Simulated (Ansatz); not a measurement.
`O=C=[N][GeH][Cl]` radical, relaxed with UKS PBE-D4/def2-SVP in Ansatz from a rough embedded geometry. The force threshold is 0.03 eV/Å; the program also tests the step.

The species carries charge 0 and has multiplicity 2.

Start:

```xyz
6

O     2.216    1.391    0.715
C     1.022    0.991    0.765
N    -0.194    0.619    0.795
Ge   -0.657   -0.972   -0.155
Cl   -0.170   -0.841   -2.186
H    -2.217   -1.188    0.066
```

```json
{"step": "1", "energy (eV)": "-73598.4821", "largest force (eV/Å)": "5.132", "largest move (Å)": "0.000"}
{"step": "2", "energy (eV)": "-73598.9397", "largest force (eV/Å)": "1.271", "largest move (Å)": "0.126"}
{"step": "3", "energy (eV)": "-73598.9870", "largest force (eV/Å)": "0.463", "largest move (Å)": "0.049"}
{"step": "4", "energy (eV)": "-73599.0150", "largest force (eV/Å)": "0.424", "largest move (Å)": "0.064"}
{"step": "5", "energy (eV)": "-73599.0313", "largest force (eV/Å)": "0.980", "largest move (Å)": "0.162"}
{"step": "6", "energy (eV)": "-73599.0465", "largest force (eV/Å)": "0.509", "largest move (Å)": "0.058"}
{"step": "7", "energy (eV)": "-73599.0490", "largest force (eV/Å)": "0.097", "largest move (Å)": "0.035"}
{"step": "8", "energy (eV)": "-73599.0497", "largest force (eV/Å)": "0.024", "largest move (Å)": "0.027"}
{"step": "9 (rejected)", "energy (eV)": "-73599.0494", "largest force (eV/Å)": "0.116", "largest move (Å)": "0.049"}
{"step": "10", "energy (eV)": "-73599.0500", "largest force (eV/Å)": "0.022", "largest move (Å)": "0.024"}
```

End:

```xyz
6

O     2.072    1.654    0.982
C     1.106    1.008    0.775
N     0.060    0.396    0.610
Ge   -0.679   -1.118   -0.151
Cl   -0.338   -0.993   -2.314
H    -2.221   -0.947    0.099
```

It took 19 s on 4 threads of a server CPU on a shared host, with 0.22 GiB of host memory at the peak.
